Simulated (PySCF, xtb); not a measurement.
C4H7FO, SMILES F[C@@H]1[C@H](OC)C1.

GFN2-xTB in xtb 6.7.1 at its own geometry gives an orbital gap of 8.98 eV and a dipole moment of 3.55 D.

Geometry: PBE0-D3(BJ)/def2-SVP. The structure was generated by enumeration; whether it is a known compound was not checked. One conformer was computed; it need not be the lowest.

Task: What does PBE0/def2-TZVP (PySCF) give? (An estimate is asked for; the answer gives what the named calculation found.)

Result: gap 8.67 eV (levels -7.42 and 1.25 eV), dipole 2.62 D.
